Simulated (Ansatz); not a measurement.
`CNBF` + `C[SeH]` → `C[Se]BF` + CH₃NH₂ at 500 K and 1 bar (ligand exchange at a B–N bond).

Calculated with Ansatz (gas phase, PBE0-D4/def2-TZVP geometries, no zero-point term in ΔE). CCSD(T)/CBS adds triple-zeta CCSD(T) − MP2 to the extrapolated MP2 energy (def2 sets, frozen cores). This one scheme is used for every species. For Se outer-core shells are correlated without core-valence functions, which leaves a few kJ/mol of doubt a bond. Scalar relativity is left out up to krypton. One conformer a species, not always the lowest.

```
  species  CCSD(T)/CBS energy (Eh)  H − E (kJ/mol)  S (J/(mol·K))
   `CNBF`               -220.44549           220.6          337.0
 `C[SeH]`              -2441.15625           142.1          299.3
`C[Se]BF`              -2565.82397           176.9          372.7
   CH₃NH₂                -95.75281           191.8          270.3
```

H − E and S are ideal-gas, rigid-rotor, harmonic terms from PBE0-D4/def2-TZVP, for one conformer and one mirror image of each species. 1 Eh = 2625.50 kJ/mol, R = 8.31446 J/(mol·K).

By hand: ΔE, ΔH, ΔS and ΔG.

ΔE = (-2565.82397) + (-95.75281) − (-220.44549) − (-2441.15625) = 0.02496 Eh = 65.5 kJ/mol. Δ(H − E) = 176.9 + 191.8 − 220.6 − 142.1 = 6.0, so ΔH = 71.5 kJ/mol. ΔS = 372.7 + 270.3 − 337.0 − 299.3 = 6.7 J/(mol·K). ΔG = 71.5 − 500 × (6.7)/1000 = 68.2 kJ/mol.

By hand: the equilibrium constant, and the temperature at which ΔG would vanish if ΔH and ΔS stayed fixed.

log₁₀ K = −ΔG/(RT ln 10) = -7.1. ΔG = 0 at ΔH/ΔS = 10672 K, far beyond where these terms or the molecules hold.

The number of gas molecules stays the same, so ΔS is small and ΔH decides. A doubt of 5 kJ/mol in ΔE shifts log₁₀ K by 0.5 here. Other conformers and mirror images would add mixing entropy, several J/(mol·K) or more a flexible species. These are equilibria of isolated gas molecules and say nothing of rates. Largest T1 diagnostic: 0.012 (customary marks: 0.02 for closed shells, 0.045 for open ones).
